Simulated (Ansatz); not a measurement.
Mulliken charges of `F[Si]1(Cl)CCO1` from PBE/def2-TZVPP in Ansatz (PBE0-D4/def2-TZVP geometry).

| atom | x (Å) | y (Å) | z (Å) | charge (e) |
| --- | --- | --- | --- | --- |
| F1 | -0.618 | -1.494 | 1.882 | -0.254 |
| Si2 | 0.322 | -0.799 | 0.816 | 0.645 |
| Cl3 | 2.051 | -1.863 | 0.837 | -0.198 |
| C4 | -0.422 | -0.271 | -0.793 | -0.291 |
| C5 | -0.081 | 1.133 | -0.243 | 0.045 |
| O6 | 0.508 | 0.814 | 1.054 | -0.318 |
| H7 | -1.487 | -0.458 | -0.917 | 0.101 |
| H8 | 0.112 | -0.544 | -1.701 | 0.101 |
| H9 | -0.957 | 1.764 | -0.087 | 0.085 |
| H10 | 0.655 | 1.666 | -0.846 | 0.084 |

Question: By hand: the dipole of these point charges (1 e Å = 4.8032 D).

Answer: Σ q r = (-0.249, 0.293, -0.576) e Å, of length 0.693 e Å = 3.33 D.

Question: How does the dipole of the full density compare? (An estimate is asked.)

Answer: Ansatz gave: (-0.195, 0.132, -0.499) e Å, 2.65 D; the point charges give 1.26 times that, at 11° from its direction.

Point charges leave out the atoms' own dipoles, such as those of lone pairs, and Mulliken's split depends on the basis, so the two needn't agree.
